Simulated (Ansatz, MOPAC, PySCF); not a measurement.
Noncovalent pair: HF (SMILES F) (first 2 atoms) with C3H8 (SMILES CCC); geometry from B3LYP-D3(BJ)/def2-TZVP, rigid monomers moved along the line of their centres of mass till H2···C5 is 2.14 Å.
(charge 0, multiplicity 1):
```xyz
13

F     -0.362     0.091     0.369
H     -0.498     0.356     1.248
C      0.769    -1.080     3.312
C      0.029    -0.033     4.141
C     -0.784     0.934     3.284
H      1.342    -1.758     3.947
H      0.073    -1.684     2.725
H      1.467    -0.611     2.614
H      0.746     0.534     4.741
H     -0.638    -0.531     4.850
H     -1.308     1.677     3.887
H     -0.134     1.489     2.598
H     -1.548     0.400     2.709
```

Monomers are frozen at their geometry in the pair; levels with a basis set take the counterpoise correction. Rows marked so take none.

Rows in 6-31G*, STO-3G carry no dispersion term and start afresh at each structure (6-31G* with six Cartesian d functions). MP2/6-31G* freezes PySCF's default core. The state that AM1, PM3, PM6 reach isn't checked.

Run with Ansatz (a program for electronic structure); MOPAC for AM1, PM3, PM6 (differences of heats of formation); PySCF for 6-31G* rows, STO-3G rows, the dispersion terms. Values without a source in brackets are computed.

```tsv
level	interaction energy (kcal/mol)
AM1	2.11
PM3	-2.08
PM6	-0.06
HF/STO-3G (no counterpoise)	5.13
PBE-D3(BJ)/def2-TZVPPD	-2.30
B3LYP/def2-TZVPPD	-0.21
B3LYP-D4/def2-TZVPPD	…
PBE0-D3(BJ)/def2-TZVPPD	-2.10
MP2/6-31G*	…
```

Problem. Fill in the missing entries.

Solution. 
- B3LYP-D4/def2-TZVPPD, interaction energy (kcal/mol): -1.27
- MP2/6-31G*, interaction energy (kcal/mol): 1.62
